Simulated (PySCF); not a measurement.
A PySCF script (with the pyscf-properties extension) for the NMR shieldings of SMILES C(C(F)F)[SeH], C2H4F2Se, on a GFN2-xTB geometry:

```python
import basis_set_exchange as bse
import numpy as np
from pyscf import gto, dft
from pyscf.prop import nmr

atoms = """
F    -2.055391    0.281048    0.052839
C    -0.736223    0.596752    0.093212
F    -0.564039    1.374129    1.183811
C     0.098983   -0.663762    0.191482
Se    2.018011   -0.265902    0.054145
H    -0.510300    1.207112   -0.795555
H    -0.185268   -1.362524   -0.595168
H    -0.054966   -1.126348    1.168021
H     2.002757   -0.034511   -1.377966
"""
names = dict.fromkeys(["F", "C", "Se", "H"], "pcSseg-1")
basis = {el: gto.basis.parse(bse.get_basis(n, elements=[el], fmt="nwchem")) for el, n in names.items()}
mol = gto.M(atom=atoms, basis=basis, charge=0, verbose=0)
mf = dft.RKS(mol, xc="PBE0")
mf.grids.level = 2
mf.grids.alignment = dft.numint.BLKSIZE   # the property module wants whole blocks of grid points
mf.conv_tol = 1e-9
mf.kernel()

calc = nmr.RKS(mf)   # GIAO
C = mf.mo_coeff
Co = C[:, mf.mo_occ > 0]
resp = mf.gen_response(singlet=True, hermi=2)
def vind(x):   # induced exchange potential for any number of trial vectors
    d = np.einsum("pi,xij,qj->xpq", C, 2 * x.reshape(-1, C.shape[1], Co.shape[1]), Co, optimize=True)
    return np.einsum("xpq,pi,qj->xij", resp(d - d.transpose(0, 2, 1)), C, Co, optimize=True).ravel()
mo1, _ = nmr.rhf.solve_mo1(calc, with_cphf=vind)
sigma = calc.kernel(mo1)
for i, s in enumerate(sigma):   # ppm
    print("%2d %-2s %9.2f" % (i, mol.atom_pure_symbol(i), np.trace(s) / 3))
```

Task: What does it print?

Result: 
```
 0 F     292.88
 1 C      62.87
 2 F     310.28
 3 C     154.82
 4 Se   1865.75
 5 H      25.73
 6 H      28.79
 7 H      29.17
 8 H      29.74
```

These numbers come from an equivalent density-fitted implementation of the same equations, which agrees with the script to about 0.01 ppm for H and up to a few tenths of a ppm for heavy atoms, so last digits may differ.

Relativistic effects, spin–orbit coupling among them, are left out; they matter for Se and for the light atoms bonded to it.

Size and cost of the density-fitted run: 129 basis functions, 11 s wall time on 1 thread of an Arm Neoverse V1, shared host.
